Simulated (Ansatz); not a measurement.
Calculated with Ansatz (gas phase, PBE0-D4/def2-TZVP geometries, no zero-point term in ΔE). CBS: MP2 limit from def2 TZ/QZ plus the TZ coupled-cluster correction, frozen cores. DFT in def2-TZVPP. B3LYP here is the variant with VWN-RPA as its local correlation; programs differ in this. For Mg outer-core shells are correlated without core-valence functions, which leaves a few kJ/mol of doubt a bond. Each species was taken in one conformer, which may not be the lowest.

`C[Si](O)(F)Cl` + `[SH][Mg][Cl]` → `C[Si](O)(S)Cl` + `[F][Mg][Cl]`  (redistribution)

CCSD(T)/CBS gives +45.9 kJ/mol.

Question: Another level gave +44.0 kJ/mol. Which?
A. HF/def2-TZVPP
B. B3LYP-D4/def2-TZVPP
C. B2PLYP/def2-TZVPP
D. PBE-D4/def2-TZVPP

Answer: B. B3LYP-D4 44.0, PBE-D4 36.0, B2PLYP 49.4, HF/def2-TZVPP 72.8 kJ/mol.

Largest T1 diagnostic among the species: 0.010.

From PBE to PBE0 (25 % exact exchange), in def2-TZVPP and without D4, ΔE moves by +7.0 kJ/mol. In def2-TZVPP, CCSD(T) changes the Hartree–Fock value by −22.2 kJ/mol (the triples alone add −3.2 kJ/mol) and MP2 by −29.5 kJ/mol. The D4 term adds −7.8 kJ/mol with B3LYP and −4.2 kJ/mol with PBE0; it sums over pairs of atoms, weighted by their polarisabilities, and B3LYP, whose exchange is more repulsive, gets the larger term.
